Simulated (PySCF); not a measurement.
CH5F2NOSi, SMILES NC[Si](O)(F)F. Coordinates come from a PBE-D3(BJ)/def2-SVP optimisation. The structure was generated by enumeration, and PubChem lists no compound with its InChIKey, so it may never have been made. The values are those of a single conformer.

Computed equilibrium geometry at PBE-D3(BJ)/def2-SVP (PySCF confirms it by a frequency run) as a Z-matrix (one conformer of several):
```
Si
F 1 1.6332
F 1 1.6367 2 104.82
O 1 1.6585 2 110.64 3 -117.40
H 4 0.9729 1 117.11 2 63.69
C 1 1.8690 2 114.62 3 120.46
H 6 1.1115 1 109.67 2 -54.37
H 6 1.1117 7 104.97 1 -117.61
N 6 1.4731 7 109.58 8 -117.52
H 9 1.0288 6 109.64 7 -64.08
H 9 1.0289 10 105.35 6 117.63
```
Charge 0, spin multiplicity 1.
